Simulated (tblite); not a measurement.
Species: C2H10GeNP.
Structure used (GFN2-xTB), in Å, numbered top down from 1:
```xyz
15
C2H10GeNP angstrom
C     -1.740   -0.959   -0.204
N     -0.596   -0.135   -0.519
C     -0.908    1.275   -0.463
Ge     1.076   -0.735   -0.074
P      2.566    0.815   -0.885
H     -2.108   -0.799    0.818
H     -2.556   -0.736   -0.898
H     -1.465   -2.007   -0.314
H     -1.250    1.597    0.529
H     -1.698    1.506   -1.184
H     -0.019    1.850   -0.732
H      1.233   -1.081    1.419
H      1.145   -2.081   -0.767
H      3.661    0.016   -0.584
H      2.655    1.483    0.331
```

All values are computed: GFN2-xTB (tblite) harmonic vibrations without scaling, gas phase. Errors from tens to a few hundred cm⁻¹ against measured bands are possible. Modes of hydrogen on germanium and phosphorus can be 10 to 20 % off. One conformer, not necessarily the lowest.

Harmonic wavenumbers (cm⁻¹): 51.9, 105.2, 118.6, 168.6, 223.8, 263.1, 268.8, 327.5, 361.4, 376.4, 528.0, 555.1, 647.9, 714.2, 727.8, 849.6, 980.0, 1053.2, 1090.5, 1126.7, 1129.6, 1194.8, 1239.7, 1415.2, 1423.3, 1471.6, 1480.9, 1501.4, 1509.8, 1681.6, 1890.0, 2257.7, 2324.1, 2868.6, 2870.2, 2944.2, 2947.4, 2968.3, 3000.2.

A = 4213, B = 1622, C = 1236 MHz; mass 152.976 u (most abundant isotopes); point group C1, symmetry number 1.

What is the zero-point energy?

Half the sum of the wavenumbers: 24328 cm⁻¹ = 291.03 kJ/mol.

Entropy at 298.15 K, 1 bar (ideal gas, RRHO, classical rotation)?

Translation 171.59, rotation 117.29, vibration 104.78: S = 393.7 J/(mol K).

And Cp and H(298.15 K) − H(0)?

Cp = 140.34 J/(mol K), of which vibrations give 107.08 (their classical limit is 39 R = 324.3); H(298.15 K) − H(0) = 26.72 kJ/mol without the zero-point energy, 16.80 from vibrations.

Which modes carry the vibrational entropy at 298.15 K?

51.9 cm⁻¹: 19.85; 105.2 cm⁻¹: 14.04; 118.6 cm⁻¹: 13.07; 168.6 cm⁻¹: 10.26; 223.8 cm⁻¹: 8.07; 263.1 cm⁻¹: 6.87 J/(mol K); the other 33 give 32.64 together.

How do the functions run with temperature in this model?

```csv
T (K),S (J/(mol K)),Cp (J/(mol K)),H − H(0) (kJ/mol),G − H(0) (kJ/mol),ln q(vib)
100,280.9,73.7,5.09,-23.00,1.29
200,343.9,110.4,14.39,-54.39,3.56
300,394.5,140.9,26.98,-91.38,5.87
500,479.4,194.0,60.67,-179.05,10.26
800,583.7,249.4,127.84,-339.08,16.29
1000,642.1,274.1,180.33,-461.79,19.95
```

q(vib) and H(0) count from the zero-point level.

What must be added to the electronic energy to get the Gibbs energy at 298.15 K and 1 bar?

ZPE + [H(298.15 K) − H(0)] − T·S = 291.03 + 26.72 − 117.37 = 200.38 kJ/mol.

Hindered rotation and anharmonicity are outside this model. Other conformers, if any are populated, would add a mixing term that is left out. The structure is chiral; the term R ln 2 for an equal mix with its mirror image is left out.

Hardware: an Arm Neoverse V2 with one thread, shared host with 96 logical CPUs at a one-minute load of 35. Cost: 0.32 s wall. This covers the Hessian and the dipole derivatives.
